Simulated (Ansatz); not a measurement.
```yaml
crystal:
  periodic: [false, false, false]
  atoms:
    - {symbol: N, position_ang: [1.107436, 0.815296, -0.346876]}
    - {symbol: C, position_ang: [0.072077, 0.050632, 0.129941]}
    - {symbol: In, position_ang: [1.008655, -1.742117, 0.172148]}
    - {symbol: Ga, position_ang: [-1.947352, 0.953377, 0.301050]}
    - {symbol: F, position_ang: [-1.471593, 2.607795, -0.199977]}
    - {symbol: H, position_ang: [1.152762, 1.755609, -0.340803]}
    - {symbol: H, position_ang: [1.161585, -2.628894, -1.595248]}
    - {symbol: H, position_ang: [2.054183, -2.118423, 1.308216]}
    - {symbol: H, position_ang: [-2.863637, 0.357503, 0.874276]}
basis:
  gaussian: {orbitals: def2-mTZVP, point_charges: [{charge: 0.50, position_ang: [5.044, -0.937, -0.621]}]}
total_charge: 3
magnetization: {spin_polarized: true, initial_magnetization: 1}
hamiltonian: {xc: {name: wB97X}, pseudopotentials: {relativity: scalar}}
output: {forces: true}
```

```sh
$ ansatz run in.yaml --threads 4 --pin off --events-out ev --progress --plain --max-ram 10444MiB
```

It prints (some lines left out):

```
Functional definition: wB97X
  name "wB97X"
  cite "Chai & Head-Gordon, J. Chem. Phys. 128, 084106 (2008) doi:10.1063/1.2834918"
  cite "Becke, J. Chem. Phys. 107, 8554 (1997) doi:10.1063/1.475007"
  parameter omega = 0.3/bohr
  parameter cx = 0.157706
  parameter cx1 = 0.726479
  parameter cx2 = 1.04760
  parameter cx3 = -5.70635
  parameter cx4 = 13.2794
  parameter css1 = -4.33879
  parameter css2 = 18.2308
  parameter css3 = -31.7430
  parameter css4 = 17.2901
  parameter cos1 = 2.37031
  parameter cos2 = -11.3995
  parameter cos3 = 6.58405
  parameter cos4 = -3.78132
  # The coefficients of nought are those of the uniform gas.
  exchange = spin_sum(e_x_unif_sr(omega)*poly(b97_u_x, 1 - cx, cx1, cx2, cx3, cx4)) + cx*exact_x_sr(omega)
      + exact_x_lr(omega)
  correlation = spin_sum(e_c_pw_same_spin*poly(b97_u_same, 1, css1, css2, css3, css4))
      + integral(e_c_pw_opposite_spin*poly(b97_u_opposite, 1, cos1, cos2, cos3, cos4))
1386 factors; integrals over basis functions are off by at most 1.1e-3 eV
351 factors; integrals over basis functions are off by at most 8.3e-6 eV
mean field evaluation 1: about -63156.6151 eV, gradient 1.2e2 eV
mean field evaluation 2: about -62511.3030 eV, gradient 2.4e2 eV
mean field evaluation 4: about -63156.1906 eV, gradient 1.0e2 eV
mean field evaluation 8: about -63226.3410 eV, gradient 4.6e0 eV
mean field evaluation 16: about -63226.6709 eV, gradient 1.6e-1 eV
mean field evaluation 32: about -63226.6758 eV, gradient 1.0e-1 eV
mean field -63226.67607459 eV, -2323.5374891608 hartree, gradient 1.5e-5 eV, S^2 0.854297; 6 other end points of the search recorded, 0 dependent functions left out
the calculation of the forces begins
reference -63226.67603887 eV, -2323.5374878482 hartree; 38, 37 occupied and 103, 104 virtual orbitals, 1386 factors
Total energy: -63226.67603887 eV, -2323.5374878482 hartree
Relativity: scalar
Atom 0 at     1.107436     0.815296    -0.346876 Å, force   -11.091204   -10.838722     4.686036 eV/Å
Atom 1 at     0.072077     0.050632     0.129941 Å, force     9.351779     9.186478    -5.031293 eV/Å
Atom 2 at     1.008655    -1.742117     0.172148 Å, force     0.156553    -3.733392    -0.736288 eV/Å
Atom 3 at    -1.947352     0.953377     0.301050 Å, force     3.990297     9.064924    -4.457355 eV/Å
Atom 4 at    -1.471593     2.607795    -0.199977 Å, force     0.111896    -3.105718     0.577063 eV/Å
Atom 5 at     1.152762     1.755609    -0.340803 Å, force     1.550957     5.851199    -0.445624 eV/Å
Atom 6 at     1.161585    -2.628894    -1.595248 Å, force    -0.021175    -0.293413    -0.317492 eV/Å
Atom 7 at     2.054183    -2.118423     1.308216 Å, force     1.605744    -0.909979     1.624307 eV/Å
Atom 8 at    -2.863637     0.357503     0.874276 Å, force    -6.475809    -5.252824     4.217454 eV/Å
Dipole moment:     0.424647    -0.834995    -0.236465 e Å
```

(1) Something in this input is off. What?

## Answers

(1) The charge is far from anything that the molecule holds. The calculation finished and met its thresholds. The result belongs to that input, not to the molecule as meant.
